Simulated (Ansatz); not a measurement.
Al$_{2}$ClH$_{5}$Si$_{2}$, SMILES `[Cl][AlH][Al]1[SiH2][SiH2]1` from Hartree–Fock to CCSD(T)

```
atom   x (Å)   y (Å)   z (Å)
 Cl1  -0.606   0.306   4.285
 Al2  -1.687   0.557   2.491
 Al3  -0.338   0.110   0.361
 Si4   1.352   0.746  -1.269
 Si5   0.287  -1.300  -1.518
  H6  -3.204   0.989   2.638
  H7   1.551   1.792  -2.308
  H8   2.610   0.519  -0.493
  H9   0.912  -2.629  -1.755
 H10  -0.878  -1.089  -2.433
```

Total charge 0; spin multiplicity 1. All single points use the PBE0-D4/def2-TZVP geometry. It is one conformer, not always the lowest. Frozen core, restricted reference, Ansatz 0.2.0. CBS rows extrapolate triple and quadruple zeta; past MP2 they add the triple-zeta difference.

| basis | HF (Eh) | MP2 corr. |
| --- | --- | --- |
| def2-SVP | -1523.64328 | -0.43829 |
| def2-TZVPP | -1524.17225 | -0.57212 |
| def2-QZVPP | -1524.21544 | -0.62080 |

(1) Estimate the CCSD correlation energy and the (T) correction in each basis where they were run (hartree).

## Answers

(1) 
```csv
basis,CCSD corr.,(T)
def2-SVP,-0.50980,-0.01630
def2-TZVPP,-0.64731,-0.02919
CBS(def2),-0.73205,as TZ
```
